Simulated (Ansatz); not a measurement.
A series at Nb: from `[NH]=[Nb]([F])([F])[F]`, ligands are replaced one by one, each step taking up NH₃ and setting free H–F; n counts the steps. Ansatz, PBE0-D4/def2-TZVP geometries. Each molecule was computed in one conformer, which needn't be the lowest.

```
n                        molecule  HOMO energy, ωB97M-V/def2-TZVPP (eV)
0        `[NH]=[Nb]([F])([F])[F]`                                -11.20
1      `[NH]=[Nb]([NH2])([F])[F]`                                -10.56
2    `[NH]=[Nb]([NH2])([NH2])[F]`                                     ?
3  `[NH]=[Nb]([NH2])([NH2])[NH2]`                                 -8.98
```

Q: By hand: fit a straight line y = ȳ + b (n − n̄) to the 3 given rows and predict n = 2.

A: n̄ = 1.333, ȳ = -10.247; Σ(n − n̄)(y − ȳ) = 3.487, Σ(n − n̄)² = 4.667, so b = 0.747 eV a step. Prediction: -10.247 + (0.747) × (0.667) = -9.75 eV.

Q: By hand: compare with the computed value, -9.70 eV, and give the steps along the whole series.

A: The line misses by 0.05 eV (computed minus predicted). Steps: 0.64, 0.86, 0.72 eV.

The steps differ by up to 0.22 eV without a steady trend. The highest orbital can change its character along such a series. The miss is 2.3 % of the series' range.
